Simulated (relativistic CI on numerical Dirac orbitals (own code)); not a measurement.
Method of calculation: Dirac-Coulomb-Breit CI, KLI orbitals optimised for each configuration, QED by a radiative potential, unscaled Slater integrals (own radial code, finite nucleus).

Configurations in the expansion (outside the closed core 1s2): 2s², 2s2p, 2p², 2p3s, 2p3p, 2s3s, 2s3p, 2s3d, 2s4s, 2s4p, 2s4d, 2s4f, 2s5s, 3s², 2s5p, 2s5d, 2s5f, 2s5g, 3s3p, 3p². Levels of other configurations are missing.

At this charge energies of transitions that change n are usually good to better than 1 %, and those within a shell (Δn = 0) to a few per cent.

Outline of the computed level scheme of Pm LVIII. Lowest level of each configuration: 2s² ¹S0 at 0.00 eV; 2s2p ³P°0 at 125.19 eV; 2p² ³P0 at 360.00 eV; 2s3s ³S1 at 7086.00 eV; 2s3p ³P°0 at 7146.52 eV; 2p3s ³P°1 at 7243.61 eV; 2p3p ³D1 at 7280.12 eV; 2s3d ³D1 at 7359.12 eV; 2s4s ³S1 at 9520.18 eV.

Some strong electric-dipole decays among the lowest 36 levels: 2s3d ³D3 → 2s2p ³P°2 (7.8e+14 s⁻¹); 2s3d ³D2 → 2s2p ³P°1 (7.0e+14 s⁻¹); 2s3d ¹D2 → 2s2p ¹P°1 (6.6e+14 s⁻¹); 2s3d ³D1 → 2s2p ³P°0 (4.0e+14 s⁻¹); 2p3p ³P0 → 2s2p ³P°1 (3.2e+14 s⁻¹); 2s3p ¹P°1 → 2s² ¹S0 (3.1e+14 s⁻¹); 2p3p ³D1 → 2s2p ³P°1 (2.6e+14 s⁻¹); 2p3p ¹S0 → 2s2p ¹P°1 (2.5e+14 s⁻¹).

LS names give the leading component of a level, which can be under half, so a name can repeat, a term be missing and a line seem to break the LS rules.
